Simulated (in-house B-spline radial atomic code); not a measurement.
## Ionising Co⁶⁺ with different functionals

Computed with a B-spline radial code for spherical atoms: scalar-relativistic (spin-free X2C) Hamiltonian, Fermi nucleus of rms radius 3.7875 fm, spin-polarised at highest spin, spherical fractional occupations for the functionals, the average over the highest-spin determinants for Hartree-Fock. The ionisation energy is the difference of two self-consistent energies, [Ar] 3d3 → [Ar] 3d2, without Breit or QED terms; ε is the level of the shell that loses the electron (its least bound occupied spin orbital).

Hybrids are left out here: with spherical fractional occupations of an open shell their exact exchange keeps a self-interaction that integer-occupation calculations don't have.

```tsv
method	rung	ΔSCF (eV)	-ε(3d) (eV)
Hartree-Fock	Hartree-Fock	128.29	130.08
LDA VWN5	LDA	129.72	116.48
LDA PW92	LDA	129.71	116.47
LDA exchange-only	LDA	127.89	114.72
PBE	GGA	129.48	116.26
PBEsol	GGA	129.44	116.22
BLYP	GGA	129.40	116.16
RPBE	GGA	129.42	116.20
PW91	GGA	129.63	116.40
BP86	GGA	129.51	116.27
AM05	GGA	129.48	116.25
OLYP	GGA	130.17	116.93
TPSS	meta-GGA	129.34	116.14
SCAN	meta-GGA	129.65	116.60
r2SCAN	meta-GGA	129.70	116.64
revTPSS	meta-GGA	129.21	116.04
```

Q: How do they compare with the NIST value?

A: NIST lists 128.9 eV ± 0.5 (semi-empirical, ground level to ground level). Errors run from -1.01 to +1.27 eV; revTPSS is closest (+0.31 eV), though others lie within the uncertainty of it, and part of that can be cancellation, since the calculations leave out spin-orbit coupling, Breit-QED terms, multiplet and fine-structure energies. Hartree-Fock also lacks correlation.
